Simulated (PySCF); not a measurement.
**Computed structure and properties of LaF3(H2O)**

System: LaF3(H2O) (singlet); start: template (Cs). Method: PySCF 2.14.0, RKS PBE0, La lcecp-1-SVP with ECP46, F def2-SVP, O def2-SVP, H def2-SVP; non-relativistic Hamiltonian with scalar-relativistic core potentials where named; density fitting; no spin-orbit coupling.

Input of the relaxation:

```python
mol = gto.M(atom='''
La     0.01564    -0.01564     0.01564
F      1.27684     1.24556     1.27684
F     -1.24556    -1.27684     1.27684
F      1.27684    -1.27684    -1.24556
O     -1.46236     1.46236    -1.46236
H     -1.80306     2.34746    -1.25856
H     -1.80306     1.25856    -2.34746''',
    basis={'La': 'lcecp-1-SVP', 'F': 'def2-SVP', 'O': 'def2-SVP', 'H': 'def2-SVP'},
    ecp={'La': 'lcecp-1-SVP'},
    charge=0, spin=0)
mf = dft.RKS(mol, xc='PBE0')
mf.grids.atom_grid = (50, 194)  # f atoms: unpruned, at least (60, 302)
mf = mf.density_fit()  # fitting sets: La AutoAux, F def2-universal-JKFIT, O def2-universal-JKFIT, H def2-universal-JKFIT
mf.conv_tol = 1e-08; mf.max_cycle = 55
mf.kernel(dm0)  # dm0: converged density of the start geometry
# quasi-Newton relaxation in Cartesian coordinates to a largest gradient under 0.00045 Eh/bohr, steps kept in the point group
```

Run from Python with OMP_NUM_THREADS=2; the lines above give its settings. Where DIIS fails, smearing, a level shift and second-order steps follow.
It took 69 s on 2 threads of Arm Neoverse V1 (shared host), from the converged density of the start.

Course of the relaxation:

```tsv
step	energy above end (eV)	largest force component within the symmetry (eV/Å)
0	0.1505	0.942
1	0.0658	0.504
2	0.0346	0.175
3	0.0165	0.173
4	0.0021	0.063
5	0.0015	0.045
6	0.0002	0.027
7	0.0001	0.022
8	0.0000	0.007
```

Relaxed geometry (Cs):

```xyz
7

La    0.1012   -0.1012    0.1012
F     1.1764    1.3870    1.2075
F    -1.3505   -1.2130    1.2130
F     1.1764   -1.2075   -1.3870
O    -1.3908    1.4038   -1.4038
H    -1.7287    2.2830   -1.1924
H    -1.7287    1.1924   -2.2830
```

```json
{"contact": "La1–F2 (F)", "Å": "2.144"}
{"contact": "La1–F3 (F)", "Å": "2.140"}
{"contact": "La1–F4 (F)", "Å": "2.144"}
{"contact": "La1–O5 (H2O)", "Å": "2.599"}
```

On the finer grid (75, 302):

- HOMO: -9.05 eV
- LUMO: -1.17 eV
- Dipole about the centre of mass: 7.00 D
- Set of Mulliken populations of La1 outside the core potential: s 2.09, p 6.26, d 1.24, f 0.11
- D3(BJ) dispersion energy (not in the energies): -0.086 eV

```csv
atom,Mulliken (e),Löwdin (e),spin (e)
La1,1.31,0.91,0.00
F2,-0.49,-0.38,0.00
F3,-0.48,-0.38,0.00
F4,-0.49,-0.38,0.00
O5,-0.30,-0.03,0.00
H6,0.23,0.13,0.00
H7,0.23,0.13,0.00
```

The large-core potential holds the 4f shell empty.

On the grid (50, 194), as all that follows. Harmonic modes: a minimum within the noise of the softest modes; lowest 35 cm⁻¹ (negative: unstable), highest 3946 cm⁻¹, zero-point energy 0.773 eV.

Taking off one F (charge -1, singlet; the rest: singlet) in vacuum, both parts rigid, costs 10.57 eV; the small basis without counterpoise inflates it. Most of it is the attraction of opposite charges; other ways to part are cheaper, and one spin state was tried for the rest.

Rigid scan of F along the line from its metal:

(distance to F2 (Å), energy (eV)): (1.84, 1.204), (1.94, 0.459), (2.04, 0.098), (2.14, 0.000), (2.24, 0.077), (2.34, 0.269), (2.54, 0.837), (2.84, 1.834), (3.24, 3.068), (3.74, 4.253)

Taking off one H2O (charge 0, singlet; the rest: singlet) in vacuum, both parts rigid, costs 1.18 eV; the small basis without counterpoise inflates it.

Rigid scan of H2O along the line from its metal:

distance to O5 (Å), energy (eV) and a bar:
```
     2.30      0.305 ###########
     2.40      0.116 ####
     2.50      0.025 #
     2.60      0.000 
     2.70      0.018 #
     2.80      0.062 ##
     3.00      0.188 #######
     3.30      0.391 ###############
     3.70      0.613 #######################
     4.20      0.801 ##############################
```

One start shape was tried, so this needn't be the lowest isomer.
